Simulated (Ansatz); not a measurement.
Input for Ansatz (a program for electronic structure): U-BHLYP/def2-TZVPP on AlGa+, 2S+1 = 2, a spin state set in the input, which need not be the lowest, a point of a bond scan (R = 3.252 Å). Charge +1.

Ansatz 0.2 input:
```yaml
crystal:
  periodic: [false, false, false]
  atoms:
    - {symbol: Al, position_ang: [0.00000000, 0.00000000, 0.00000000]}
    - {symbol: Ga, position_ang: [0.00000000, 0.00000000, 3.25202000]}
basis:
  gaussian:
    orbitals: def2-TZVPP
    pivot_positions_ang: [[0.00000000, 0.00000000, 0.00000000], [0.00000000, 0.00000000, 3.25202000]]
hamiltonian:
  xc: {name: BHLYP}
total_charge: 1
magnetization: {spin_polarized: true, initial_magnetization: 1}
output: {forces: true, orbitals: {seedname: ./end}}
```

It printed:

```
WARN ansatz: RAYON_NUM_THREADS=1 ignored (pool sized by the plan → 1); use --threads N
Functional definition: BHLYP
integrals: 0.03 GiB planned
758 factors; their error is unknown
mean field: 0.39 GiB planned
mean field evaluation 1: about -58966.2652 eV, gradient 4.2e0 eV
mean field evaluation 2: about -58966.4066 eV, gradient 1.9e0 eV
mean field evaluation 4: about -58966.4269 eV, gradient 3.4e-1 eV
mean field evaluation 8: about -58966.8427 eV, gradient 1.6e-1 eV
mean field evaluation 16: about -58966.8428 eV, gradient 1.5e-5 eV
mean field -58966.84278883 eV, -2166.9915033278 hartree, gradient 1.5e-5 eV, S^2 0.765303; 1 other end points of the search recorded, 0 dependent functions left out
the calculation of the forces begins
reference -58966.84292150 eV, -2166.9915082035 hartree; 22, 21 occupied and 68, 69 virtual orbitals, 758 factors
Total energy: -58966.84292150 eV, -2166.9915082035 hartree
Atom 0 at     0.000000     0.000000     0.000000 Å, force    -0.000000    -0.000000    -0.017652 eV/Å
Atom 1 at     0.000000     0.000000     3.252020 Å, force     0.000000    -0.000000     0.017652 eV/Å
Dipole moment:    -0.000000     0.000000    -0.675481 e Å
```

The calculation finished and met its thresholds.

Cost: very roughly 4 core-seconds.
